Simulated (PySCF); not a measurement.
Isomers of C5H6Se. Method used: PySCF, PBE0-D3(BJ)/def2-SVP geometry optimisation, gas phase. One conformer each; no zero-point energy, no entropy. No frequencies were run at this level. Point groups hold within 0.08 Å.

Question: Order them by energy at this level, lowest first, and give relative energies in kcal/mol.
A. `Cc1cc[se]c1`
B. `[CH:1]#[C:2][C:3](=[CH2:4])[Se:5][CH3:6]` with C2–C3–Se5–C6 1°
C. `[CH:1]#[C:2][C@H:3]1[CH2:4][CH2:5][Se:6]1` with C2–C3–C4–C5 95°, C3–C4–C5–Se6 21°, C4–C5–Se6–C3 -17°, C2–C3–Se6–C5 -101°

Answer: A (0.0), C (53.6), B (59.3).

As drawn, the lowest has an aromatic ring, which the highest lacks; the highest has a C≡C bond and a C=C bond outside aromatic rings, which the lowest lacks.

```json
{"SMILES": "Cc1cc[se]c1", "E (Eh)": "-2594.74043", "E rel (kcal/mol)": "0.0", "dipole (D)": "0.70", "point group": "Cs", "A, B, C (MHz)": "6285, 1685, 1340"}
{"SMILES": "C#C[C@H]1CC[Se]1", "E (Eh)": "-2594.65496", "E rel (kcal/mol)": "53.6", "dipole (D)": "1.56", "point group": "C1", "A, B, C (MHz)": "4079, 1803, 1440"}
{"SMILES": "C#CC(=C)[Se]C", "E (Eh)": "-2594.64589", "E rel (kcal/mol)": "59.3", "dipole (D)": "1.28", "point group": "Cs", "A, B, C (MHz)": "3475, 1965, 1265"}
```
